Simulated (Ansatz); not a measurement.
Relaxation of C2H5AlGe (9 atoms, charge 0, multiplicity 1), to a largest force component of 0.02 eV/Å in at most 50 steps.

Method: RKS PBE0/def2-SVP (Ansatz 0.2.0).

```xyz
9
Properties=species:S:1:pos:R:3:forces:R:3
Ge -0.343 1.485 -1.299 -0.58 1.00 -0.24
Al 0.047 -0.341 0.195 0.28 0.84 -0.88
C -0.349 -1.550 1.485 5.90 0.82 -2.29
C 1.139 -1.537 1.094 -7.32 1.51 0.24
H 0.578 1.451 -2.537 -0.02 0.07 0.07
H -0.175 2.881 -0.555 0.00 -0.65 -0.37
H -1.829 1.453 -1.810 0.43 0.03 0.09
H -1.044 -1.949 2.137 -0.99 -1.75 2.04
H 2.064 -1.940 1.273 2.30 -1.87 1.33
```

**Question.** Where does it end, and by what steps?

**Answer.** The run converged. After 4 steps the energy has fallen by 1.182 eV; H8 moved furthest, 0.38 Å.

```json
{"step": "0", "energy less start (eV)": "0.0000", "largest force component (eV/Å)": "7.315", "accepted": "yes"}
{"step": "1", "energy less start (eV)": "-1.0107", "largest force component (eV/Å)": "2.004", "accepted": "yes"}
{"step": "2", "energy less start (eV)": "-1.1359", "largest force component (eV/Å)": "2.182", "accepted": "yes"}
{"step": "3", "energy less start (eV)": "-1.1814", "largest force component (eV/Å)": "0.097", "accepted": "yes"}
{"step": "4", "energy less start (eV)": "-1.1821", "largest force component (eV/Å)": "0.017", "accepted": "yes"}
```

```xyz
9
Properties=species:S:1:pos:R:3
Ge -0.393 1.593 -1.377
Al 0.063 -0.246 0.184
C -0.266 -1.545 1.489
C 1.051 -1.526 1.124
H 0.552 1.534 -2.592
H -0.183 2.948 -0.674
H -1.845 1.540 -1.887
H -0.766 -2.190 2.224
H 1.875 -2.153 1.492
```

Whether the end is a true minimum wasn't checked by a vibrational analysis.

Run time: 6.2 s on 2 threads of AMD EPYC 9R45 96-Core Processor (Zen 5) (shared host), peak memory 0.25 GiB.
